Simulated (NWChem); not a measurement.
GeHCl3; SMILES [GeH]([Cl])([Cl])[Cl]

```xyz
5

Ge     0.0000     0.0000     0.4352
Cl    -0.4895     1.9411    -0.3128
Cl     1.9258    -0.5466    -0.3128
Cl    -1.4363    -1.3945    -0.3128
H      0.0000     0.0000     1.9616
```
Atoms are numbered in this order, from 1.

All runs: NWChem. The geometry was optimised at PBE0/def2-SVP. B3LYP is NWChem's, with the RPA form of VWN correlation. Field at 589 nm.

Question: Predict the results for B3LYP/def2-SVPD. Quantities: isotropic polarisability (bohr³); anisotropy (bohr³).

Answer: 
- isotropic polarisability (bohr³) = 74.1
- anisotropy (bohr³) = 16.9
